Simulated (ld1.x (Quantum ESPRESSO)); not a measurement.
**An all-electron radial function and its pseudo partner (barium (Ba))**

Columns: radius, all-electron u(r) and pseudo u(r) of the 5d shell (level -2.98 eV) of barium in the configuration [Xe] 5d0 6s1 6p1; LDA (PZ), scalar-relativistic, TM scheme, ld1.x (Quantum ESPRESSO) 7.5.

```csv
r (bohr),all-electron,pseudo
0.210,0.1376,0.0020
0.420,-0.1476,0.0151
0.630,-0.2437,0.0477
0.840,-0.1324,0.1035
1.050,0.0457,0.1801
1.260,0.2159,0.2700
1.470,0.3524,0.3625
1.680,0.4515,0.4465
1.890,0.5173,0.5134
2.100,0.5562,0.5587
2.310,0.5744,0.5823
2.520,0.5774,0.5872
2.730,0.5695,0.5782
2.940,0.5541,0.5602
3.150,0.5337,0.5372
3.360,0.5104,0.5118
3.570,0.4852,0.4857
3.780,0.4594,0.4594
3.990,0.4333,0.4333
4.200,0.4075,0.4075
4.410,0.3823,0.3823
4.620,0.3578,0.3578
4.830,0.3342,0.3342
5.040,0.3116,0.3116
5.250,0.2900,0.2900
5.460,0.2694,0.2694
```

Q: How many radial nodes do the two functions have?

A: The all-electron 5d function has n − l − 1 = 2; the pseudo-wave has 0, since the states of the same l below it are removed with the core.

Q: At about which radius was the pseudo-wave matched?

A: 4.15 bohr. The columns agree to 0.0005 from 3.78 bohr on; several derivatives are matched, so the curves merge somewhat inside the radius.

Q: Is the pseudo-wave norm-conserving?

A: Yes: the TM scheme keeps the norm inside the radius equal to the all-electron one, which fixes the energy derivative of the logarithmic derivative at the level.
